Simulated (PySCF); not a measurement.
Fractional electron number in Pm (promethium, neutral)

The 6s beta orbital of [Xe] 4f5 6s2 is emptied in steps (occupation f), with all orbitals relaxed, ending at [Xe] 4f5 6s1. Computed with PySCF 2.14 in def2-SVP with the def2 core potential (28 electrons) (10s6p4d3f1g, 78 functions), with a scalar-relativistic core potential. The exact energy is a straight line in f; departures are measured from the line between the end points of the same method.

```csv
f,UHF (eV),LDA (eV),PBE (eV)
1,0.000,0.000,0.000
0.9,0.015,-0.198,-0.193
0.7,0.032,-0.465,-0.453
0.5,0.036,-0.556,-0.543
0.3,0.028,-0.467,-0.459
0.1,0.011,-0.201,-0.194
0,0.000,0.000,0.000
```

| method | E(f=0) − E(f=1) (eV) | −ε at f=1 (eV) | −ε at f=0.5 (eV) |
| --- | --- | --- | --- |
| UHF | 4.569 | 4.740 | 4.557 |
| LDA | 5.736 | 3.538 | 5.730 |
| PBE | 5.530 | 3.397 | 5.512 |

Orbital energy along the path (eV):

| f | UHF | LDA | PBE |
| --- | --- | --- | --- |
| 1 | -4.740 | -3.538 | -3.397 |
| 0.9 | -4.695 | -3.967 | -3.810 |
| 0.7 | -4.618 | -4.841 | -4.650 |
| 0.5 | -4.557 | -5.730 | -5.512 |
| 0.3 | -4.507 | -6.623 | -6.400 |
| 0.1 | -4.465 | -7.517 | -7.301 |
| 0 | -4.446 | -7.963 | -7.521 |

Reference removal energy between the ground levels: 5.582 eV (measured; NIST Atomic Spectra Database, ionization energies). The calculation has no spin-orbit coupling. UHF lacks correlation.
